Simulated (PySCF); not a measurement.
CHCl$_{2}$ (SMILES Cl[CH]Cl), doublet, at a GFN2-xTB geometry. Base run: PBE/def2-SVP in PySCF.

Geometry (Å):
```xyz
4

C      0.1428    -0.0090     0.6836
Cl    -0.0472     1.4562    -0.1461
Cl    -0.0534    -1.4518    -0.1829
H      0.8548    -0.0207     1.4912
```
Charge 0, spin multiplicity 2.
Orbitals are unrestricted.
All else is at PySCF's defaults.

The base run was repeated with changes; each row names its change, and settings that it needs were set with it.

```tsv
change	E (Eh)	HOMO (eV)	dipole (D)	<S^2>	core-seconds (rough)
base	-958.29452	-4.66	0.79	0.752	4
functional = m06	-958.65886	-5.90	0.82	0.754	5
functional = wb97m_v	-958.65767	-8.23	0.87	0.753	80
functional = bhandhlyp	-958.69413	-7.52	0.97	0.756	4
functional = m062x	-958.67094	-7.36	0.95	0.755	7
functional = pbe0; dispersion = d3bj	-958.37585	-6.23	0.92	0.754	4
functional = b3lyp	-958.74679	-5.82	0.84	0.754	4
functional = wb97x_v	-958.57057	-8.55	0.93	0.754	100
functional = mn15	-958.40697	-6.67	0.92	0.754	7
functional = blyp; dispersion = d3zero	-958.69388	-4.41	0.74	0.752	3
functional = revpbe	-958.54323	-4.67	0.80	0.753	4
functional = blyp	-958.69265	-4.41	0.74	0.752	3
functional = b3lyp; dispersion = d3bj	-958.75242	-5.82	0.84	0.754	4
```

Totals shift with the method and basis; they matter in differences.

Open shells are given as the SCF converged; they aren't shown to be the lowest states, and a large step between rows can be another state.
